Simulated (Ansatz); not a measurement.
C$_{2}$H$_{9}$NOSi, SMILES `C[Si](C)(N)O`, 14 atoms. The species carries charge 0 and has multiplicity 1. All runs use 4 threads of an AMD EPYC 9R45 on a shared host. Correlated methods freeze the cores.

(1) Give the basis size and wall time and peak host memory of each of these runs in Ansatz. RKS revPBE-D4/def2-TZVPP energy; RKS ωB97M-V/def2-QZVPP energy; RHF-CCSD(T)/def2-TZVPP energy; RHF-CCSD(T)/def2-SVP energy; RKS PBE0-D4/def2-SVP energy; RKS BHLYP-D4/def2-TZVPP energy; RKS B2PLYP (frozen core)/def2-TZVPP energy; RKS PBE0-D4/def2-TZVP relaxation (12 steps); RHF-MP2/def2-QZVPP energy; RKS B97M-V/def2-TZVPP energy; RKS PBE0-D4/def2-TZVP frequencies; RKS ωB97M-V/def2-SVP energy. (Estimate.)

Answers

(1) Computed: Other jobs shared the machine, so times are rough.

```
                              level                    job  functions  wall time  peak host memory (GiB)
               RKS PBE0-D4/def2-SVP                 energy        119      0.5 s                    0.28
           RKS revPBE-D4/def2-TZVPP                 energy        292        1 s                    0.42
            RKS BHLYP-D4/def2-TZVPP                 energy        292      1.4 s                    0.81
               RKS ωB97M-V/def2-SVP                 energy        119      1.6 s                    0.39
RKS B2PLYP (frozen core)/def2-TZVPP                 energy        292      2.7 s                    0.86
               RHF-CCSD(T)/def2-SVP                 energy        119      2.8 s                    0.69
              RKS B97M-V/def2-TZVPP                 energy        292      3.1 s                    0.52
             RKS ωB97M-V/def2-QZVPP                 energy        568        8 s                     2.8
                 RHF-MP2/def2-QZVPP                 energy        568       13 s                     4.4
              RKS PBE0-D4/def2-TZVP  relaxation (12 steps)        215       17 s                    0.61
              RKS PBE0-D4/def2-TZVP            frequencies        215       90 s                    0.62
             RHF-CCSD(T)/def2-TZVPP                 energy        292       91 s                     9.2
```
